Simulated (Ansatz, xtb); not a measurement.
**Relative energy of two structures of CH3AlOTe**

We compare X, a singlet given by its coordinates, with Y, `C1[O][AlH][Te]1`, a singlet. Both are isolated molecules in the gas phase, relaxed with B3LYP-D3(BJ)/def2-SVP.

X (Å):

```yaml
atoms:
  - { symbol: C, position_ang: [-0.9829, -1.5413, 0.3115] }
  - { symbol: Al, position_ang: [-1.5554, -1.2705, -1.4939] }
  - { symbol: O, position_ang: [-1.0351, -0.8704, -3.0527] }
  - { symbol: Te, position_ang: [-3.3127, -1.8827, 0.1126] }
  - { symbol: H, position_ang: [-0.8114, -0.7189, 1.0169] }
  - { symbol: H, position_ang: [-0.5240, -2.4737, 0.6627] }
  - { symbol: H, position_ang: [-1.5711, -0.7976, -3.8481] }
```

Close contacts (Å): C1–Al2 1.91, C1–Te4 2.36, Al2–O3 1.69, Al2–Te4 2.46, C1–H5 1.10, C1–H6 1.10, O3–H7 0.96.

Y (Å):

```json
{"atom": "C", "x (Å)": "-0.2362", "y (Å)": "-0.9342", "z (Å)": "0.5911"}
{"atom": "Al", "x (Å)": "0.4333", "y (Å)": "-2.1725", "z (Å)": "-1.4481"}
{"atom": "O", "x (Å)": "0.5051", "y (Å)": "-2.0672", "z (Å)": "0.2922"}
{"atom": "Te", "x (Å)": "-0.9687", "y (Å)": "-0.0977", "z (Å)": "-1.4352"}
{"atom": "H", "x (Å)": "-1.1431", "y (Å)": "-1.1476", "z (Å)": "1.1770"}
{"atom": "H", "x (Å)": "0.3590", "y (Å)": "-0.1323", "z (Å)": "1.0537"}
{"atom": "H", "x (Å)": "1.1085", "y (Å)": "-3.2792", "z (Å)": "-2.3348"}
```

Energies in hartree; the thermal terms are from B3LYP-D3(BJ)/def2-SVP harmonic frequencies (ideal gas, rigid rotor, one conformer each, 298.15 K, 1 atm) and include the zero-point energy:

```
                              X           Y
E, CCSD(T)/def2-SVP  −623.818063  −623.810781
    E, MP2/def2-SVP  −623.773801  −623.763630
  E, MP2/def2-TZVPP  −624.457763  −624.442962
  zero-point energy     0.039405     0.038734
       H(298 K) − E     0.046314     0.044813
       G(298 K) − E     0.008340     0.008674
```

**Question.** Correct the CCSD(T) difference for the basis set by the MP2 change, then work out ΔE, ΔE₀, ΔH and ΔG for X → Y in kJ/mol (1 Eh = 2625.50 kJ/mol) and the equilibrium ratio [Y]/[X].

**Answer.** 1. Differences Y − X: CCSD(T) +0.007282, MP2 in the small set +0.010171, MP2 in the large set +0.014801 Eh.
2. ΔE = +0.007282 + (+0.014801 − (+0.010171)) = +0.011912 Eh = +31.27 kJ/mol.
3. ΔE₀ = ΔE + ΔZPE = +0.011912 + (−0.000671) Eh = +29.51 kJ/mol.
4. ΔH = ΔE + (−0.001501) Eh = +27.33 kJ/mol.
5. ΔG = ΔE + (+0.000334) Eh = +32.15 kJ/mol, so ΔS = (ΔH − ΔG)/T = −16.2 J/(mol K).
6. kT = 0.9442 mEh, so K = [Y]/[X] = exp(−ΔG/kT) = exp(−12.97) ≈ 2.3 × 10^−6.

Structure X is favoured at this temperature. An error of 4 kJ/mol in ΔG would change K by a factor of 5. GFN2-xTB, HF/STO-3G gave ΔE the other sign. Mirror images and further conformers aren't counted.

Other levels gave ΔE = −44.5 (GFN2-xTB); −207.5 (HF/STO-3G, GFN2-xTB geometries); +17.1 (r2SCAN-D4/def2-SVP, GFN2-xTB geometries); +9.3 (B3LYP-D3(BJ)/def2-SVP); +18.8 (HF/def2-SVP); +26.7 (MP2/def2-SVP); +19.1 (CCSD(T)/def2-SVP) kJ/mol. The correlated steps freeze 11 core orbitals; the filled d shell of Te is correlated, in a basis made for valence electrons. Atoms past krypton carry core potentials in the def2 sets, without spin–orbit terms. Programs: Ansatz 0.2.0, xtb 6.7.1.
